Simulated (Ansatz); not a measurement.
`C[Se]B(Cl)Cl` and `CNB(Cl)Cl` differ in one atom or group.

Ansatz, PBE0-D4/def2-TZVP geometries, multiplicity 1. Each molecule was computed in one conformer, which needn't be the lowest.

Scalar relativity is left out up to krypton. Spin–orbit coupling is left out; it splits and shifts lone-pair levels of the heavy atoms by tenths of an eV.

```tsv
property	`C[Se]B(Cl)Cl`
LUMO energy (B3LYP/def2-TZVPP) / eV	-1.39
LUMO energy (ωB97M-V/def2-TZVPP) / eV	0.80
size of the dipole moment (ωB97M-V/def2-TZVPP) / D	1.98
size of the dipole moment (B3LYP/def2-TZVPP) / D	2.04
HOMO energy (PBE/def2-TZVPP) / eV	-6.22
HOMO–LUMO gap (B3LYP/def2-TZVPP) / eV	5.70
```

Question: Give the same properties after the change, and the shifts. (Best estimate.)

Answer: Ansatz gave: 
| property | `CNB(Cl)Cl` | shift |
| --- | --- | --- |
| LUMO energy (B3LYP/def2-TZVPP) / eV | 0.07 | 1.46 |
| LUMO energy (ωB97M-V/def2-TZVPP) / eV | 2.11 | 1.31 |
| size of the dipole moment (ωB97M-V/def2-TZVPP) / D | 2.98 | 1.00 |
| size of the dipole moment (B3LYP/def2-TZVPP) / D | 3.00 | 0.96 |
| HOMO energy (PBE/def2-TZVPP) / eV | -6.59 | -0.37 |
| HOMO–LUMO gap (B3LYP/def2-TZVPP) / eV | 7.76 | 2.06 |

With PBE0 the HOMO falls by 0.61 eV and the LUMO rises by 1.50 eV, so the gap widens by about 2.11 eV. PBE moves the HOMO by -0.37 eV and ωB97M-V by -0.79 eV. The zero-point energy changes by 46.5 kJ/mol with +3 modes. Dipoles are sizes alone; their direction can turn.

B3LYP here is the variant with VWN-RPA as its local correlation; programs differ in this.
